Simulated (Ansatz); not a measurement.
## From F to I: the atomisation energy (no zero-point term)

All atoms of one element are swapped for its congeners: GeH2F2 `[F][GeH2][F]`; GeH2Cl2 (dichlorogermane) `[Cl][GeH2][Cl]`; GeH2Br2 `[Br][GeH2][Br]`; GeH2I2 `[I][GeH2][I]`. All are singlets with charge 0.

Shapes, held fixed at every level: PBE0-D4/def2-TZVP. Programs: Ansatz 0.2.0. Values in eV.

```json
{"level": "HF/def2-SVP", "GeH2F2": "11.54", "GeH2Cl2": "9.97", "GeH2Br2": "9.12", "GeH2I2": "8.00"}
{"level": "HF/def2-TZVPP", "GeH2F2": "11.76", "GeH2Cl2": "10.12", "GeH2Br2": "9.23", "GeH2I2": "8.11"}
{"level": "SPW92/def2-TZVPP", "GeH2F2": "18.95", "GeH2Cl2": "15.64", "GeH2Br2": "14.60", "GeH2I2": "13.40"}
{"level": "MP2/def2-TZVPP", "GeH2F2": "16.65", "GeH2Cl2": "13.70", "GeH2Br2": "12.74", "GeH2I2": "11.63"}
{"level": "CCSD(T)/def2-SVP", "GeH2F2": "15.32", "GeH2Cl2": "12.62", "GeH2Br2": "11.76", "GeH2I2": "10.60"}
{"level": "CCSD/def2-TZVPP", "GeH2F2": "15.94", "GeH2Cl2": "13.24", "GeH2Br2": "12.34", "GeH2I2": "11.16"}
{"level": "CCSD(T)/def2-TZVPP", "GeH2F2": "16.20", "GeH2Cl2": "13.48", "GeH2Br2": "12.57", "GeH2I2": "11.43"}
```

At CCSD(T)/def2-TZVPP the atomisation energy falls at every step, from 16.20 to 11.43 eV. Every level shows the same order. For atoms past krypton def2 sets carry core potentials with scalar relativity. Relativity is left out for Br, Ge unless named. Correlated rows may include outer-core shells of Br, Ge, I, which these sets cover unevenly. Spin-orbit coupling, which grows down the group, is left out (summed over each molecule's free atoms 0.15, 0.19, 0.42, 0.75 eV).
